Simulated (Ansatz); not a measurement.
Basis-set series for `[SiH3][SiH]1BC1`. Charge 0, multiplicity 1. The geometry is a stationary point of PBE0-D4/def2-TZVP.

```
functional       basis  functions  energy (Eh)  HOMO (eV)  LUMO (eV)
   PBE0-D4    def2-SVP         99   -645.51728      -6.83      -1.60
   PBE0-D4  def2-TZVPP        244   -645.79085      -6.82      -1.66
   ωB97M-V    def2-SVP         99   -645.74219      -8.83       0.43
   ωB97M-V  def2-TZVPP        244   -646.02217      -8.86       0.27
```

Question: Give the rows for def2-QZVPP. (An estimate is asked.)

Answer: Ansatz gave: 
```json
{"functional": "PBE0-D4", "basis": "def2-QZVPP", "functions": "464", "energy (Eh)": "-645.81406", "HOMO (eV)": "-6.83", "LUMO (eV)": "-1.68"}
{"functional": "ωB97M-V", "basis": "def2-QZVPP", "functions": "464", "energy (Eh)": "-646.04400", "HOMO (eV)": "-8.86", "LUMO (eV)": "0.20"}
```

Positive LUMOs are unbound and depend on the basis.
